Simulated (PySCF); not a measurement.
# Static response to an electric field

C₄H₄FNSe.
Structure used (PBE0-D3(BJ)/def2-SVP), in Å, numbered top down from 1:
```xyz
11
C4H4FNSe angstrom
C     -2.2319    0.6136    0.3732
Se    -1.2959   -0.8170   -0.5477
C      0.4537   -0.1648   -0.2920
F      0.5593    1.1488   -0.1983
C      1.5514   -0.9453   -0.2634
C      2.8631   -0.4073   -0.2220
N      3.9439    0.0138   -0.1835
H     -1.9800    0.6168    1.4409
H     -3.3011    0.3994    0.2456
H     -1.9904    1.5774   -0.0897
H      1.4336   -2.0309   -0.2813
```

Level: PBE0/def2-SVPD (PySCF), static field, nuclei fixed, core orbitals frozen in the response. The polarisability tensor in these axes (au):

```
x   135.71  -2.99  -0.42
y    -2.99  69.92   3.87
z    -0.42   3.87  58.15
```

**Question.** Diagonalise the tensor; give its mean and Δα, where Δα² is half the sum of the squared differences of the eigenvalues.

**Answer.** Principal values 56.99, 70.94 and 135.85 au; mean 87.93 au = 13.03 Å³ = 14.50 × 10⁻⁴⁰ C²·m²/J; Δα = 72.90 au (83 % of the mean).

**Question.** What is the dipole moment, and where does it point?

**Answer.** (-5.52, -0.92, 0.50) D, 5.62 D in size, pointing from the negative to the positive side. Measured along this direction, the outermost atoms are N7 at the negative end and H9 at the positive end.

**Question.** Sum over states: ᾱ = Σ f/ω², ω in Eh. What share falls to these 6 lowest TDDFT singlets (eV, f)? 4.51, 0.1742; 5.05, 0.1466; 5.88, 0.0114; 6.04, 0.0167; 6.24, 0.2358; 6.29, 0.0094.

**Answer.** They add up to 15.85 au, 18.0 % of the 87.93 au; the largest single term is 6.35 au, from the state at 4.51 eV. Terms in order: 6.35, 4.26, 0.24, 0.34, 4.48, 0.18 au. Higher excitations give the rest. The strengths listed sum to 0.594.

**Question.** What are the principal values of the traceless quadrupole moment, Θ = ½Σq(3rr − r²1), about the centre of nuclear charge?

**Answer.** -18.96, 5.45, 13.52 D·Å. The values depend on the origin, since the dipole doesn't vanish. The electronic extent ⟨r²⟩ about the same centre is 1331 bohr², a root-mean-square distance of 2.19 Å for the 78 electrons.

**Question.** Rayleigh depolarisation ratio (linearly polarised light, static tensor)?

**Answer.** ρ = 3Δα²/(45ᾱ² + 4Δα²) = 15941.4/(347916 + 21255.2) = 0.0432.

**Question.** Refractivity n − 1 of an ideal gas of it at 400 K and 1 atm, from the electronic α?

**Answer.** N = p/kT = 1.8347 × 10¹⁹ cm⁻³, so n − 1 = 2π × N × 13.03 × 10⁻²⁴ cm³ = 1502 × 10⁻⁶ at long wavelengths, for an ideal gas.

One conformer (not necessarily the lowest) at the PBE0-D3(BJ)/def2-SVP geometry, without solvent, vibrations or thermal averaging. The calculation is non-relativistic, for selenium too.

These values come from a run that also computed excited states. The run took about 80 s of CPU time (one thread, shared machine).
